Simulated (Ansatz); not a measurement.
`O[SiH](O)O[SiH2]F` and `O[Si](O)(O)O[SiH2]F` differ in one atom or group.

Ansatz, PBE0-D4/def2-TZVP geometries, multiplicity 1. Each molecule was computed in one conformer, which needn't be the lowest.

```csv
property,`O[SiH](O)O[SiH2]F`
HOMO energy (PBE0/def2-TZVPP) / eV,-9.03
size of the dipole moment (ωB97M-V/def2-TZVPP) / D,2.60
HOMO energy (PBE/def2-TZVPP) / eV,-7.54
LUMO energy (ωB97M-V/def2-TZVPP) / eV,1.92
LUMO energy (PBE/def2-TZVPP) / eV,-0.40
HOMO energy (B3LYP/def2-TZVPP) / eV,-8.83
```

Problem. Give the same properties after the change, and the shifts. (Estimate.)

Solution. The calculation gave: 
```json
{"property": "HOMO energy (PBE0/def2-TZVPP) / eV", "`O[Si](O)(O)O[SiH2]F`": "-9.05", "shift": "-0.02"}
{"property": "size of the dipole moment (ωB97M-V/def2-TZVPP) / D", "`O[Si](O)(O)O[SiH2]F`": "1.70", "shift": "-0.90"}
{"property": "HOMO energy (PBE/def2-TZVPP) / eV", "`O[Si](O)(O)O[SiH2]F`": "-7.44", "shift": "0.10"}
{"property": "LUMO energy (ωB97M-V/def2-TZVPP) / eV", "`O[Si](O)(O)O[SiH2]F`": "1.71", "shift": "-0.21"}
{"property": "LUMO energy (PBE/def2-TZVPP) / eV", "`O[Si](O)(O)O[SiH2]F`": "-0.64", "shift": "-0.24"}
{"property": "HOMO energy (B3LYP/def2-TZVPP) / eV", "`O[Si](O)(O)O[SiH2]F`": "-8.83", "shift": "0.00"}
```

Dipoles are sizes alone; their direction can turn.

B3LYP here is the variant with VWN-RPA as its local correlation; programs differ in this.
